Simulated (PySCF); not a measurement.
Spin-rotation constants: SMILES C(=C(/C=C/C)[O-])/OC, [C6H9O2]-, charge -1

Molfile (atoms numbered from 1):
```
C6H9O2
     RDKit          3D

 17 16  0  0  0  0  0  0  0  0999 V2000
   -2.7188   -0.8450   -0.5812 C   0  0  0  0  0  0  0  0  0  0  0  0
   -1.9266    0.3351   -0.1059 C   0  0  0  0  0  0  0  0  0  0  0  0
   -0.6633    0.2993    0.3006 C   0  0  0  0  0  0  0  0  0  0  0  0
    0.0830    1.5083    0.7495 C   0  0  0  0  0  0  0  0  0  0  0  0
   -0.5186    2.6190    0.8675 O   0  0  0  0  0  0  0  0  0  0  0  0
    1.4089    1.3133    1.0426 C   0  0  0  0  0  0  0  0  0  0  0  0
    2.1005    0.0864    0.8543 O   0  0  0  0  0  0  0  0  0  0  0  0
    2.7414    0.0178   -0.3871 C   0  0  0  0  0  0  0  0  0  0  0  0
   -3.5955   -1.0053    0.0523 H   0  0  0  0  0  0  0  0  0  0  0  0
   -3.0769   -0.6892   -1.6028 H   0  0  0  0  0  0  0  0  0  0  0  0
   -2.1106   -1.7492   -0.5633 H   0  0  0  0  0  0  0  0  0  0  0  0
   -2.4417    1.2873   -0.0923 H   0  0  0  0  0  0  0  0  0  0  0  0
   -0.1112   -0.6338    0.3115 H   0  0  0  0  0  0  0  0  0  0  0  0
    2.0548    2.1451    1.3130 H   0  0  0  0  0  0  0  0  0  0  0  0
    3.2469   -0.9519   -0.4497 H   0  0  0  0  0  0  0  0  0  0  0  0
    3.4920    0.8174   -0.4988 H   0  0  0  0  0  0  0  0  0  0  0  0
    2.0285    0.1067   -1.2201 H   0  0  0  0  0  0  0  0  0  0  0  0
  1  2  1  0
  2  3  2  0
  3  4  1  0
  4  5  1  0
  4  6  2  0
  6  7  1  0
  7  8  1  0
  1  9  1  0
  1 10  1  0
  1 11  1  0
  2 12  1  0
  3 13  1  0
  6 14  1  0
  8 15  1  0
  8 16  1  0
  8 17  1  0
M  CHG  1   5  -1
M  END
```

Computed, not measured: GIAO wB97X-D/aug-pcSseg-1 magnetisability, rotational g tensor and spin-rotation constants, non-relativistic, gas phase (PySCF 2.14.0). Geometry: GFN2-xTB.

For an ion the centre-of-mass motion in the field is neglected.

**Question.** Give the nuclear spin-rotation constants along the inertial axes (H = +C I·J) beside the isotropic shieldings.

**Answer.** Rotational constants 3.0029, 1.2105, 0.9155 GHz. A star marks the isotopologue with that one atom substituted, in its own axes.
```
atom  isotope  Caa (kHz)  Cbb (kHz)  Ccc (kHz)  mean (kHz)  σ (ppm)
  H9       1H     -0.066     -0.111     -0.031      -0.069     30.0
 H10       1H     -0.206     -0.113      0.013      -0.102     30.0
 H11       1H     -0.214      0.013     -0.079      -0.093     30.0
 H12       1H     -0.154      0.080     -0.065      -0.046     25.6
 H13       1H     -0.149      0.109     -0.068      -0.036     24.3
 H14       1H      0.112      0.005     -0.082       0.011     25.6
 H15       1H     -0.209      0.046     -0.074      -0.079     28.2
 H16       1H     -0.012     -0.055     -0.062      -0.043     28.6
 H17       1H     -0.014     -0.105     -0.021      -0.047     28.5
  C1     13C*      0.462      0.165      0.146       0.258    164.7
  C2     13C*      0.959      0.530      0.139       0.543     65.7
  C3     13C*      0.972      0.598      0.185       0.585     42.8
  C4     13C*      1.262      0.583      0.208       0.684     18.2
  O5     17O*     -0.963     -0.397     -0.031      -0.464    122.5
  C6     13C*      0.967      0.449      0.238       0.551     56.7
  O7     17O*     -0.270     -0.094     -0.071      -0.145    299.6
  C8     13C*      0.726      0.264      0.173       0.387    120.7
```
For the geometry as given, no vibrational averaging.

**Question.** How do the rotational constants and the g tensor change when H9, H10, H11, H12, H13, H14, H15, H16, H17 are replaced by deuterium?

**Answer.** Constants 2.6284, 1.0324, 0.7921 GHz; g -0.0604, -0.0197, -0.0128, against -0.0679, -0.0232, -0.0143 before.
